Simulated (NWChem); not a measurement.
Species: AlH, singlet; SMILES [AlH]

All runs: NWChem. Pople sets run with spherical d functions. Low-valent species are run as closed-shell singlets; no triplet was tried in these runs. All runs use the structure optimised with PBE0/def2-SVP. Static field.

```csv
level,basis functions,isotropic polarisability (bohr³),anisotropy (bohr³)
PBE/6-31G*,20,37.2,3.0
PBE/6-31+G*,24,39.0,10.4
PBE/def2-SVP,23,39.0,8.4
PBE/def2-SVPD,32,46.5,5.4
PBE/def2-TZVP,43,42.8,4.9
PBE/aug-cc-pVDZ,36,48.3,8.4
PBE/def2-TZVPD,52,47.9,7.3
PBE/aug-cc-pVTZ,73,48.7,8.0
```
